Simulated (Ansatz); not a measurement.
Mulliken charges of H5NOSiZn (`[NH2][Zn][O][SiH3]`) from r2SCAN/def2-TZVPP in Ansatz (PBE0-D4/def2-TZVP geometry).

```tsv
atom	x (Å)	y (Å)	z (Å)	charge (e)
N1	-1.581	2.312	0.706	-0.449
Zn2	-0.808	0.720	0.340	0.483
O3	-0.228	-0.919	0.046	-0.505
Si4	1.054	-1.760	-0.476	0.483
H5	-1.123	2.864	1.420	0.147
H6	-1.738	2.913	-0.091	0.147
H7	1.553	-1.253	-1.790	-0.106
H8	2.192	-1.685	0.488	-0.105
H9	0.679	-3.190	-0.643	-0.096
```

By hand: the dipole of these point charges (1 e Å = 4.8032 D).

Σ q r = (0.063, 0.389, -0.010) e Å, of length 0.394 e Å = 1.89 D.

How does the dipole of the full density compare? (An estimate is asked.)

The calculation gave: (-0.012, 0.481, 0.020) e Å, 2.31 D; the point charges give 0.82 times that, at 11° from its direction.

Point charges leave out the atoms' own dipoles, such as those of lone pairs, and Mulliken's split depends on the basis, so the two needn't agree.
